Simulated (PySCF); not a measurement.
CBr2ClF, SMILES FC(Cl)(Br)Br. The structure is a stationary point at TPSSh-D3(BJ)/def2-SVP.

All values below come from TPSSh-D3(BJ)/def2-SVP (PySCF).

Harmonic wavenumbers (cm⁻¹): 156, 190, 260, 301, 335, 458, 720, 776, 1131. Rotational constants (GHz): 1.867, 1.063, 0.8192; symmetry number 1.

Problem. Work out the zero-point energy and the ideal-gas rigid-rotor harmonic-oscillator thermochemistry at 298.15 K and 1 atm.

Solution. ZPE = ½ Σ hcν = ½ × 4329 cm⁻¹ = 6.19 kcal/mol. H − E(el) = 10.41 kcal/mol. Entropy in cal/(mol K): translation 42.15, rotation 29.67, vibration 10.47, total 82.29. G − E(el) = -14.13 kcal/mol. Cp = 19.80 cal/(mol K).
